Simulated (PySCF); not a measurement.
NbSCl3 (singlet state).
Structure used (PBE0-D3(BJ)/def2-SVP), in Å, numbered top down from 1:
```
atom  x, y, z in Å
Nb1    0.0068   -0.0241   -0.0124
S2     0.0229   -0.0554    2.1054
Cl3    2.1598   -0.0454   -0.7236
Cl4   -1.0203    1.8873   -0.6882
Cl5   -1.0942   -1.8728   -0.7433
```

Theory: PySCF 2.14.0, PBE0-D3(BJ)/def2-SVP geometry optimisation, gas phase, def2 core potentials past Kr.

Q: Which atoms are bound to Nb1, and at what distances?

A: 4 atoms: S2 2.118 Å, Cl3 2.268 Å, Cl5 2.272 Å, Cl4 2.273 Å.

Q: List the angles at Nb1.

A: 
| angle | degrees | distance of the outer atoms (Å) |
| --- | --- | --- |
| Cl4–Nb1–Cl5 | 111.7 | 3.76 |
| Cl3–Nb1–Cl5 | 110.6 | 3.73 |
| Cl3–Nb1–Cl4 | 110.1 | 3.72 |
| S2–Nb1–Cl5 | 108.3 | 3.56 |
| S2–Nb1–Cl4 | 108.3 | 3.56 |
| S2–Nb1–Cl3 | 107.8 | 3.55 |

Q: What is the shape at Nb1?

A: Tetrahedral: angles from 107.8° to 111.7°; τ4 = (360° − α − β)/141° = 0.98 with α and β the two widest (0 for a square, 1 for a tetrahedron). Differences among atoms that C3v makes equivalent are scatter left by the optimiser.

Point group: C3v (every atom within 0.08 Å of its image). Charge 0, singlet. No PBE0-D3(BJ)/def2-SVP frequencies stand behind this structure, so it isn't proved a minimum.

Time: 25 s of wall time; peak memory 0.41 GiB. Hardware: an Intel Xeon Platinum 8488C with one thread, shared host with 96 logical CPUs at a one-minute load of 38. That covers the optimisation of the geometry.
